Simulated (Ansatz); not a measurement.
Geometry optimisation, UKS BLYP-D4/def2-SVP in Ansatz 0.2.0.

The input (input.yaml):

```yaml
crystal:
  periodic: [false, false, false]
  atoms:
    - { symbol: Zr, position_ang: [0.002783, 0.003637, -0.07165] }
    - { symbol: Cl, position_ang: [-0.010741, -0.016905, 2.407583] }
    - { symbol: F, position_ang: [1.793346, 0.004193, -0.727598] }
    - { symbol: F, position_ang: [-0.89181, 1.554232, -0.728748] }
    - { symbol: F, position_ang: [-0.890205, -1.54285, -0.741632] }
    - { symbol: O, position_ang: [0.009182, 0.014639, 5.19767] }
    - { symbol: H, position_ang: [-0.525056, -0.818046, 5.113575] }
magnetization:
  spin_polarized: true
  initial_magnetization: 1
basis:
  gaussian: { orbitals: def2-SVP }
hamiltonian:
  xc: blyp
  dispersion: d4
relax:
  f_tol: 0.03
  max_steps: 50
```

Command:

```bash
$ ansatz run input.yaml --threads 4 --pin off --max-ram 5120MiB --backend cpu --events-out ev --progress --plain --runs-dir out
```

Task: Where does it end, and by what steps?

Result: It converged. After 4 steps the energy has fallen by 0.069 eV; Cl2 moved furthest, 0.08 Å.

| step | energy less start (eV) | largest force component (eV/Å) | accepted |
| --- | --- | --- | --- |
| 0 | 0.0000 | 1.210 | yes |
| 1 | -0.0216 | 1.265 | yes |
| 2 | -0.0688 | 0.091 | yes |
| 3 | -0.0691 | 0.041 | yes |
| 4 | -0.0691 | 0.025 | yes |

```xyz
7
Properties=species:S:1:pos:R:3
Zr 0.002 0.003 -0.044
Cl -0.013 -0.021 2.329
F 1.801 0.003 -0.687
F -0.896 1.561 -0.689
F -0.894 -1.550 -0.705
O 0.011 0.018 5.151
H -0.523 -0.816 5.093
```

Whether the end is a true minimum wasn't checked by a vibrational analysis.

Time of the run: 34 s on 4 threads of Arm Neoverse V2, on a shared host, peak memory 0.27 GiB.
